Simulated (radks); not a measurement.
Cl2+, 15 electrons, occupied as [Ne] 3s2 3p3 (the NIST ground configuration).

Calculated with a radial shooting solver on a logarithmic mesh with Libxc functionals: Dirac Kohn-Sham, PBE, spin-unpolarised, spherical densities, finite nucleus; open shells fill j = l - 1/2 first; Fermi nuclear charge, rms radius 3.3654 fm.

Energy parts (eV):
part                      energy
total                 -12517.106
kinetic                12584.325
electron-nucleus      -29470.641
Hartree                 5111.858
exchange-correlation    -742.648

Orbitals (lengths in bohr, moments of r in powers of bohr; r(max) is where P^2 peaks):
orbital  occ.  eigenvalue (eV)    <r^2>   <1/r>   r(max)
1s1/2       2        -2779.629  0.01113   16.68  0.05946
2s1/2       2        -280.5014   0.2339   3.316   0.3616
2p1/2       2        -220.6551   0.2041   3.227   0.3002
2p3/2       4        -218.9533   0.2063   3.203   0.3021
3s1/2       2         -44.8908    2.390  0.9590    1.249
3p1/2       2         -31.7705    2.984  0.8476    1.346
3p3/2       1         -31.6078    3.006  0.8436    1.351
3d3/2       0         -13.9591    5.792  0.5808    1.657
3d5/2       0         -13.9515    5.799  0.5804    1.658
4s1/2       0         -12.5016    15.51  0.3608    3.408

The highest occupied level is 3p3/2 at -31.608 eV. The density falls to 0.001 e/bohr^3 at r = 3.29 bohr. The electron density at the nucleus is 3598 e/bohr^3.

Run on one thread of a shared host, so times are rough (Arm Neoverse V2): 0.06 s of CPU time, 0.06 s wall, 14 iterations on 2198 mesh points.
